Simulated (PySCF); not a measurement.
**SMILES [BH3-][NH2+][C@@H]1C[C@@H]1CF, C4H11BFN**

Geometry (Å), atoms numbered from 1 in this order:
```xyz
18

B     2.146    0.456    0.661
N     1.051    0.432   -0.582
C     0.185   -0.723   -0.601
C    -1.119   -0.691   -1.342
C    -1.104   -0.729    0.164
C    -1.551    0.462    0.971
F    -2.887    0.338    1.274
H     2.807   -0.526    0.535
H     1.508    0.467    1.666
H     2.767    1.459    0.493
H     1.604    0.472   -1.434
H     0.518    1.291   -0.504
H     0.763   -1.639   -0.604
H    -1.409    0.237   -1.813
H    -1.438   -1.567   -1.883
H    -1.383   -1.663    0.637
H    -1.454    1.408    0.426
H    -1.013    0.521    1.923
```

Method used: TDDFT CAM-B3LYP/def2-SVPD circular dichroism and optical rotation, one conformer, gas phase (PySCF 2.14.0). Geometry: GFN2-xTB.

The molecule is flexible and this is one conformer; a measurement averages over conformers.

(1) Draw the ECD and absorption spectra from the lowest 8 states, each a Gaussian of half-width 0.35 eV at 1/e height.

Answers

(1) 
```tsv
E (eV)	λ (nm)	Δε (L mol⁻¹ cm⁻¹)	ε (L mol⁻¹ cm⁻¹)
6.66	186	+0.64	162
6.76	183	+1.22	354
6.86	181	+1.90	663
6.96	178	+2.36	1070
7.06	176	+2.22	1470
7.16	173	+1.34	1740
7.26	171	+0.02	1770
7.36	168	-1.16	1560
7.46	166	-1.77	1200
7.56	164	-1.75	837
7.66	162	-1.44	593
7.76	160	-1.26	525
7.86	158	-1.46	646
7.96	156	-1.98	959
8.06	154	-2.55	1470
8.16	152	-2.79	2140
8.26	150	-2.46	2850
8.36	148	-1.65	3380
```
Δε uses R in velocity form, ε uses f in length form. Only the states computed contribute, so the short-wavelength end is incomplete.
